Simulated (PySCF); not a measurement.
Electronic structure of Be⁺ (beryllium, charge +1) at the MN15 level

Configuration: [He] 2s1, 2S determinant. All numbers are calculated (PySCF 2.14, the spin-free X2C one-electron Hamiltonian (Gaussian nucleus), in Sapporo-DZP-2012).

| Property | Result |
| --- | --- |
| Total energy | -14.3286 hartree |
| One-electron energy | -17.5811 hartree |
| Hartree (Coulomb) energy | 5.7912 hartree |
| Exchange-correlation energy | -2.5388 hartree |
| ⟨S²⟩ | 0.7500 |
| ⟨L²⟩ | 0.000 |
| Sum of ⟨r⟩ | 3.134 bohr |
| Sum of ⟨r²⟩ | 6.647 bohr² |
| Langevin diamagnetic susceptibility | -5.26 ×10⁻⁶ cm³/mol |
| Time after the integrals | 0.05 s of wall time on 1 thread of Neoverse-V1 (shared host) |

```csv
shell,electrons,mean orbital energy (hartree),"rms radius, mean of both spins (bohr)"
1s α,1,-4.52947,0.490
1s β,1,-4.51258,0.490
2s α,1,-0.55716,2.48
```
